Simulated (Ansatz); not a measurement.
Job for Ansatz (an electronic-structure program): R-CCSD(T)/cc-pVDZ on BeH2 (SMILES [BeH2]), a point of a bond scan (R = 1.330 Å).

Ansatz 0.2 input:
```yaml
crystal:
  periodic: [false, false, false]
  atoms:
    - {symbol: Be, position_ang: [0.00000000, 0.00000000, 0.00000000]}
    - {symbol: H, position_ang: [-0.00000000, -0.00000000, -1.33008694]}
    - {symbol: H, position_ang: [0.00000000, 0.00000000, 1.33008694]}
basis:
  gaussian:
    orbitals: cc-pVDZ
    pivot_positions_ang: [[0.00000000, 0.00000000, 0.00000000], [-0.00000000, -0.00000000, -1.33008694], [0.00000000, 0.00000000, 1.33008694]]
magnetization: {spin_polarized: false}
correlation: {method: ccsd_t, electrons: all}
scf: {lower_state_search: off}
output: {orbitals: {seedname: ./end}}
```

It printed:

```
Functional definition: HF
[...]
these checks for a lower state are left out or cut short: stability, starts, cluster_reference, orbital_swaps, neighbouring_geometries, increment
integrals: 0.00 GiB planned
246 factors; integrals over basis functions are off by at most 1.9e-4 eV
mean field: 0.04 GiB planned
mean field evaluation 1: about -428.6443 eV, gradient 7.8e0 eV
mean field evaluation 2: about -428.6441 eV, gradient 7.8e0 eV
mean field evaluation 4: about -429.0503 eV, gradient 1.5e-1 eV
mean field evaluation 8: about -429.0505 eV, gradient 1.3e-4 eV
mean field -429.05047999 eV, -15.7673143187 hartree, gradient 1.1e-6 eV, S^2 0.000000; 0 other end points of the search recorded, 0 dependent functions left out
reference -429.05047999 eV, -15.7673143187 hartree; 3, 3 occupied and 21, 21 virtual orbitals, 246 factors
second order -1.40846270 eV of doubles, -0.00000000 eV of singles
coupled cluster: 0.04 GiB planned
cycle   1  -1.73559762 eV  change   -3.3e-1 eV  update   4.1e-2
cycle   2  -1.86190558 eV  change   -1.3e-1 eV  update   1.3e-2
cycle   3  -1.86264987 eV  change   -7.4e-4 eV  update   2.5e-3
cycle   4  -1.86297448 eV  change   -3.2e-4 eV  update   7.0e-4
cycle   5  -1.86283869 eV  change    1.4e-4 eV  update   1.9e-4
cycle   6  -1.86282341 eV  change    1.5e-5 eV  update   4.6e-5
cycle   7  -1.86284527 eV  change   -2.2e-5 eV  update   9.4e-6
cycle   8  -1.86284252 eV  change    2.8e-6 eV  update   1.9e-6
perturbative correction -0.01204172 eV, -0.0004425251 hartree
Total energy: -430.92536422 eV, -15.8362150435 hartree
Checks for a lower state left out: stability, starts, cluster_reference, orbital_swaps, neighbouring_geometries, increment
```

The calculation finished and met its thresholds.

Cost: very roughly 0.3 core-seconds.
